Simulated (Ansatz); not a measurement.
Ge$_{2}$, triplet, at a GFN2-xTB geometry, atoms displaced at random by about 0.05 Å a coordinate.

Ansatz (a first-principles code) was given this input:
Ansatz 0.2 input:
```yaml
crystal:
  periodic: [false, false, false]
  atoms:
    - {symbol: Ge, position_ang: [0.04117148, 0.01345577, -1.15107263]}
    - {symbol: Ge, position_ang: [-0.05911941, -0.04950193, 1.20289250]}
basis:
  gaussian:
    orbitals: def2-SVP
hamiltonian:
  xc: pbe0
magnetization: {spin_polarized: true, initial_magnetization: 2}
relax: {}
```

### Question
What does this run give for the number of basis functions, dipole moment, total energy at the end of the optimisation, <S^2>, Mulliken (on the basis functions themselves) charges in atom order?

### Answer

| Item | Value |
|---|---|
| number of basis functions | 64 |
| dipole moment | 0.00 D |
| total energy at the end of the optimisation | -4152.8986 Eh |
| <S^2> | 2.004 |
| Mulliken (on the basis functions themselves) charges in atom order | Ge1 0.00, Ge2 0.00 |

### Question
Roughly what does it cost on one core?

### Answer
about 16 core-seconds (a rough figure).
